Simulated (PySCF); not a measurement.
Computed shifts of a molecule C4H2BrCl, KT2/pcSseg-1 in PySCF, GIAO, gas phase, atoms alike by connectivity averaged where their shifts nearly agree, in ppm (number of nuclei): ¹³C: 131.8 (1), 114.5 (1), 90.5 (1), 78.1 (1). ¹H: 6.64 (1), 4.17 (1). References: ¹³C against TMS (σ = 185.1 ppm); ³⁵Cl against HCl (σ = 945.4 ppm); ¹H against TMS (σ = 31.47 ppm), references at their B3LYP-D3(BJ)/def2-TZVP geometries, non-relativistic (without spin–orbit terms, shifts of atoms bonded to Cl or Br come out too high). The structure is a stationary point at ωB97X-D3(BJ)/def2-SVP. Other conformers were not sampled.

Task: Identify the compound among the candidates.
(A) C#C/C(Br)=C\Cl
(B) C#C/C=C(/Cl)Br
(C) C#C/C(Cl)=C\Br

Result: A, C#C/C(Br)=C\Cl
